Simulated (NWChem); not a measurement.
Species: C2H4FNOSi; SMILES F[Si@@H]1COC=N1

```xyz
10

F      0.0493     2.0060    -0.6243
Si    -0.0338     0.7927     0.4498
C      1.2929    -0.5319     0.1250
O      0.5085    -1.6640    -0.2904
C     -0.8123    -1.4143    -0.2407
N     -1.3363    -0.3103     0.1098
H     -0.0617     1.4292     1.7866
H      1.8739    -0.8270     1.0129
H      2.0019    -0.2885    -0.6811
H     -1.3819    -2.3046    -0.5472
```
Atoms are numbered in this order, from 1.

Results from NWChem. Pople sets run with spherical d functions. Structure relaxed at the PBE0/def2-SVP level. Total energies compare along this basis series because the functional is fixed.

```csv
level,basis functions,energy (Ha),highest occupied level (eV),orbital gap (eV),dipole (D),relative time
PBE0/STO-3G,38,-590.0396,-4.50,8.00,1.99,1
PBE0/3-21G,66,-594.3032,-7.63,7.57,2.65,1
PBE0/6-31G*,96,-597.5216,-7.88,7.72,2.42,4
PBE0/6-31+G*,120,-597.5371,-8.16,7.58,2.55,7
PBE0/6-311G**,140,-597.6296,-8.05,7.64,2.54,7
PBE0/6-311++G**,168,-597.6380,-8.21,7.53,2.58,10
```

Times are rough ratios from one shared machine.
